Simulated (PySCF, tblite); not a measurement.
Task: Write Cartesian coordinates for `Cc1cpccc1C#N` as optimised with GFN2-xTB.

Result: 
```
atom  x, y, z in Å
C1     2.021   -0.212    0.242
C2     0.536   -0.387    0.137
C3    -0.039   -1.622    0.352
P4    -1.729   -2.012    0.273
C5    -2.382   -0.455   -0.134
C6    -1.640    0.688   -0.312
C7    -0.250    0.732   -0.186
C8     0.382    1.978   -0.398
N9     0.880    2.996   -0.574
H10    2.510   -1.149    0.498
H11    2.260    0.530    1.004
H12    2.426    0.151   -0.702
H13    0.622   -2.447    0.597
H14   -3.456   -0.393   -0.253
H15   -2.147    1.611   -0.566
```

Orientation and origin are arbitrary. Atoms count from 1 in this order. The C–C distances run from 1.374 Å (C5–C6, aromatic) to 1.499 Å (C1–C2, drawn single), a spread of 0.125 Å. The 9 heavy atoms lie in one plane (0.000 Å rms). The 6-membered ring C2–C3–P4–C5–C6–C7 has internal angles of 100.1° to 126.8°; it is planar, 0.00 Å rms from its mean plane, widest ring torsion 0°. Of the pairs four or more bonds apart, C8···H11 is among the closest relative to their van der Waals radii: 2.75 Å, 95 % of the sum of Bondi's values.

Bonds between heavy atoms (Å): C1–C2 1.499, C2–C3 1.379, C3–P4 1.736, P4–C5 1.736, C5–C6 1.374, C6–C7 1.396, C7–C8 1.413, C8≡N9 1.147, C2–C7 1.405.

The geometry is computed with GFN2-xTB (gas phase).

Point group: Cs (tolerance 0.08 Å). Its GFN2-xTB frequencies are all real (lowest 74 cm⁻¹).
